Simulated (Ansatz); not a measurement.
Reading a saddle point

A first-order saddle point of Si$_{2}$NH$_{9}$O, closed shell, PBE0-D4/def2-TZVP, with one imaginary mode of 1259i cm⁻¹:

```
13
angstrom
Si -0.3025 -0.3008 1.0534
N 1.2463 -1.2646 0.6485
O -1.2712 0.0102 -0.2301
Si -0.9986 1.0826 -1.4629
H -0.0373 0.6431 2.1624
H -1.0871 -1.3975 1.7057
H 1.5140 -0.1763 0.2754
H 0.9538 0.8640 0.1453
H 1.7444 -1.7090 1.4122
H 1.1387 -1.9151 -0.1222
H -0.7655 2.4675 -0.9886
H 0.1176 0.6389 -2.3374
H -2.2527 1.0567 -2.2616
```

Program: Ansatz 0.2.0. Basis: def2-TZVPP and def2-QZVPP. Cores are frozen in the correlated methods. Extrapolation: Hartree–Fock as exp(−7.88 √X), correlation as X^−2.97.

**Question.** Which contacts change along the imaginary mode, and what lies on either side? (Judge from chemistry; the calculation decides.)

**Answer.** Computed: The step is Si₂NH₇O ([NH2][SiH2][O][SiH3]) + H₂ → Si₂H₆O ([SiH3][O][SiH3]) + NH₃, with the molecules in contact on both sides. Shortening one way: Si1–H8, N2–H7; lengthening the same way: Si1–N2, H7–H8.
```tsv
pair	one side (Å)	saddle (Å)	other side (Å)
Si1–H8	3.51	1.94	1.48
N2–H7	3.43	1.18	1.01
Si1–N2	1.70	1.87	2.59
H7–H8	0.75	1.19	2.87
```

**Question.** Which side is lower, and how far does the saddle lie above each? (Judge from chemistry; the value comes from the calculation.)

**Answer.** The calculation gives: The side with Si1–N2, H7–H8 short is lower by 0.354 eV; the saddle lies 2.266 eV above it and 1.912 eV above the other (CCSD(T) at an estimated basis limit (MP2 extrapolated from triple and quadruple zeta, plus CCSD(T) − MP2 in triple zeta); electronic energies).

The T1 diagnostic stays at or below 0.012.

Labels in which every atom is bracketed show which atoms are joined, not bond orders.

For scale, one of the runs: CCSD(T)/def2-TZVPP, 272 basis functions, launched by `ansatz run in.yaml --threads 8 --pin off --events-out ev --progress --plain --max-ram 19148MiB`. Time: 64 s of wall clock on 8 CPU threads of an Intel Xeon Platinum 8375C; the host was shared. Peak host memory: 6.9 GiB.
